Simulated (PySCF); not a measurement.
Geometries of 2 isomers of C5HNS, from PBE0-D3(BJ)/def2-SVP geometry optimisation, gas phase in PySCF 2.14.0. One conformer each, no zero-point energy, no frequencies.

Question: Which isomer lies lower at this level?
A.
```xyz
8
angstrom
C      2.993    0.313    0.354
C      1.802    0.374    0.103
C      0.470    0.441   -0.179
C     -0.728    0.500   -0.433
N     -1.981    0.562   -0.699
C     -3.148    0.609   -0.965
S     -4.676    0.674   -1.309
H      4.043    0.260    0.574
```
B.
```xyz
8
angstrom
C     -1.491   -1.243   -0.235
C     -0.602   -0.421   -0.169
C      0.439    0.548   -0.089
C      1.720    0.176   -0.250
S      3.186   -0.256   -0.436
C      0.156    1.927    0.164
N     -0.074    3.045    0.369
H     -2.283   -1.968   -0.294
```

Answer: A. That is isothiocyanate diacetylene, `C#CC#CN=C=S`, 3.7 kcal/mol below the other.

```json
{"SMILES": "C#CC#CN=C=S", "atoms numbered as above": "[CH:1]#[C:2][C:3]#[C:4][N:5]=[C:6]=[S:7]", "E (Eh)": "-643.20236", "relative (kcal/mol)": "0.0", "relative (kJ/mol)": "0.0", "dipole (D)": "1.00"}
{"SMILES": "C#CC(=C=S)C#N", "atoms numbered as above": "[CH:1]#[C:2][C:3](=[C:4]=[S:5])[C:6]#[N:7]", "E (Eh)": "-643.19651", "relative (kcal/mol)": "3.7", "relative (kJ/mol)": "15.4", "dipole (D)": "4.04"}
```

As drawn, the lower has a C=N bond, which the higher lacks; the higher has a C≡N group and a C=C bond outside aromatic rings, which the lower lacks.
